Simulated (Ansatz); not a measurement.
Input file for Ansatz (a program for electronic structure): U-B3LYP-D3(BJ)/def2-TZVP on Br3Cr (SMILES [Br][Cr]([Br])[Br]), 2S+1 = 2, a spin state set in the input, which need not be the lowest.

Ansatz 0.2 input:
```yaml
crystal:
  periodic: [false, false, false]
  atoms:
    - {symbol: Cr, position_ang: [-0.00015079, 0.01224982, -0.01116551]}
    - {symbol: Br, position_ang: [2.09997633, -0.38268683, -0.67856586]}
    - {symbol: Br, position_ang: [-0.82489426, -0.99489139, 1.80151174]}
    - {symbol: Br, position_ang: [-1.33291900, 1.43229368, -1.16782452]}
basis:
  gaussian:
    orbitals: def2-TZVP
hamiltonian:
  xc: b3lyp
  dispersion: d3bj
magnetization: {spin_polarized: true, initial_magnetization: 1}
relax: {f_tol: 0.005, max_steps: 120}
```

### Question
What total energy does the run end on?

### Answer
-8767.1787 hartree. Its determinant has ⟨S²⟩ = 1.76, a mixture of spin states.

### Question
How many basis functions does it have, and what does it roughly cost on one machine?

### Answer
189 functions; very roughly 8 core-minutes.
